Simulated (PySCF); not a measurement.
**Question.** What does the PBE0-D3(BJ)/def2-SVP structure of `[BH2][SbH2]` look like in three dimensions?

**Answer.** 
```xyz
6
BH4Sb angstrom
B      1.0254    0.0885   -0.0337
Sb    -1.0596   -0.0391   -0.7589
H      1.5389    1.1687    0.1293
H      1.6928   -0.9118    0.0695
H     -1.6795    1.1543    0.2964
H     -1.5109   -1.3528    0.2369
```

Any rigid rotation of these coordinates is as good. Atoms count from 1 in this order. Sb2 (antimony bonded to B and 2 H) is pyramidal (angles 95.9°, 95.7° and 94.7°, sum 286.2°, 0.96 Å off the plane of its three neighbours). B1 (three-coordinate boron) is planar (angles 120.1°, 119.8° and 119.7°, sum 359.6°, 0.05 Å off the plane of its three neighbours).

Bonds between heavy atoms (Å): B1–Sb2 2.211.

Computed, not measured: PBE0-D3(BJ)/def2-SVP geometry optimisation, gas phase, def2 core potentials past Kr in PySCF.

Point group: Cs (every atom within 0.08 Å of its image). Stationary, but not proved a minimum. The numbers are those of one conformer (H–B1–Sb2–H -46° and 142°).
